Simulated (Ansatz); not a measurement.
Total energies of Al₁₇As₁₇H₄₀ from Ansatz at PBE-D4/def2-SVP, gas phase (1 Eh = 27.2114 eV = 2625.5 kJ/mol). The reference geometry is relaxed at PBE-D4/def2-SVP.

```json
{"state": "charge 0 singlet", "geometry": "reference", "energy (Eh)": "-42142.44697"}
{"state": "charge 1 doublet", "geometry": "reference", "energy (Eh)": "-42142.18480"}
{"state": "charge -1 doublet", "geometry": "reference", "energy (Eh)": "-42142.50529"}
{"state": "free As atom (quartet)", "geometry": "–", "energy (Eh)": "-2235.19489"}
{"state": "free Al atom (doublet)", "geometry": "–", "energy (Eh)": "-242.14160"}
{"state": "free H atom (doublet)", "geometry": "–", "energy (Eh)": "-0.49863"}
```

Single mean-field runs in def2-SVP are fitted with def2-universal-jkfit.

(1) Work out the vertical ionisation energy to the doublet.

(2) Work out the vertical electron affinity, to the doublet.

(3) Give the fundamental gap IE − EA, the Mulliken electronegativity (IE + EA)/2 and the hardness (IE − EA)/2.

(4) What is the binding energy per atom against free atoms?

(1) E(charge 1 doublet) − E(charge 0 singlet) = -42142.18480 − (-42142.44697) = 0.26217 Eh = 7.13 eV. For comparison, −ε of the highest occupied level is 5.78 eV at this level, 1.35 eV less.

(2) E(charge 0 singlet) − E(charge -1 doublet) = -42142.44697 − (-42142.50529) = 0.05832 Eh = 1.59 eV. The basis lacks diffuse functions, which makes affinities too small.

(3) From the values in Eh: IE − EA = 0.26217 − 0.05832 = 0.20385 Eh = 5.55 eV; (IE + EA)/2 = 4.36 eV; (IE − EA)/2 = 2.77 eV. The HOMO–LUMO gap of the same run is 3.03 eV, 2.52 eV smaller than the fundamental gap.

(4) Atoms: 17 × (-2235.19489) + 17 × (-242.14160) + 40 × (-0.49863) = -42134.66553 Eh. Binding: -42134.66553 − (-42142.44697) = 7.78144 Eh = 211.74 eV, or 2.86 eV for each of 74 atoms (no zero-point energy, no counterpoise term).

At PBE-D4/def2-SVP the gap within one spin of the charge 1 doublet nearly closes, so an electron or hole may be smeared out by delocalisation error.
